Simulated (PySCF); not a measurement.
Spinor energies of Br¹⁰⁺ (bromine, charge +10)

Start: [Ar] 3d7; 3d3/2 filled at m_j = -3/2, -1/2, +1/2, +3/2; 3d5/2 filled at m_j = +1/2, +3/2, +5/2. Calculated with PySCF 2.14 in an even-tempered Gaussian basis (17 s from 0.64 bohr⁻², ratio 2.8; 13 p from 0.83 bohr⁻², ratio 2.8; 9 d from 0.83 bohr⁻², ratio 2.8; 4 f from 4.4 bohr⁻², ratio 3): generalised Hartree-Fock with the X2C-1e Hamiltonian and a Gaussian nucleus; spin-orbit coupling (SO) screened by Boettger's factors.

```tsv
spinor shell	electrons	ε, screened SO (eV)	weight of nominal j (screened SO)	rms radius, screened SO (bohr)
1s1/2	2	-13798.3	1.000	0.0492
2s1/2	2	-2065.9	1.000	0.205
2p1/2	2	-1879.8	0.997	0.180
2p3/2	4	-1829.4	0.999	0.184
3s1/2	2	-494.63	1.000	0.569
3p1/2	2	-431.48	0.800	0.573
3d5/2	3	-310.59	0.748	0.571
3d3/2	4	-307.32	0.706	0.572
```

Problem. Where does 3p3/2 lie, and what is the 3p spin-orbit splitting (screened SO)?

Solution. At -415.60 eV, 15.878 eV above 3p1/2.

```
   quantity  screened SO
E (hartree)  -2566.42823
        M_J          9/2
       ⟨J²⟩       24.752
       ⟨L²⟩       12.182
       ⟨S²⟩        3.687
```

Each row is a mean over spinors that exchange with the open shell spreads, by up to 19.758 eV (3p3/2).

Rows whose weight is well below 1 are mixtures of j = l ± 1/2: exchange outweighs spin-orbit coupling there, and the label is only the starting occupation.
